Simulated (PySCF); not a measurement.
Run record: geometry optimisation, `[As]#[As]`.

Method: PBE0/def2-SVPD geometry optimisation, gas phase (PySCF 2.14.0). Start geometry: GFN2-xTB. The input is one job of a driver script: a line of settings, then coordinates in Å.

Input:
```
{"job": {"xc": "PBE0", "basis": "def2-SVPD", "grid": 1, "kind": "geom"}, "charge": 0, "multiplicity": 1}
As     1.048431    -0.003564    -0.002034
As    -1.045674     0.004832    -0.012114
```

Output:
```
step   0  E = -4470.66669786  max force = 0.001268
step   1  E = -4470.66671437  max force = 0.000232
step   2  E = -4470.66670950  max force = 0.000122
step   3  E = -4470.66671379  max force = 0.000183
optimisation converged
```

Energies in Eh; «max force» is the largest Cartesian gradient component in Eh/bohr.

Problem. Give the first gradient maximum in eV/Å.

Solution. With 1 Eh/bohr = 51.422 eV/Å, 0.065 eV/Å.

Problem. How much energy does the optimisation release, in kcal/mol?

Solution. E(step 0) − E(last step) = 0.000016 Eh, which is 0.0 kcal/mol.

Summary of the converged run: final energy -4470.66671 Eh after 3 steps; dipole 0.00 D.

Problem. Give the final coordinates.

Solution. 0.001 Å rms from the input after alignment:
```
atom  x, y, z in Å
As1    0.4233   -0.6309    0.7123
As2   -0.4203    0.6321   -0.7264
```

Problem. How long does this job take on Intel Xeon Platinum 8488C, one thread, no GPU, shared host with 192 logical CPUs at a one-minute load of 13? And the peak memory of the process?

Solution. About 4.9 s, with 0.40 GiB resident at the peak, the Python interpreter and its libraries included.
Labels such as C1 count atoms from 1, the log's own numbers from 0.
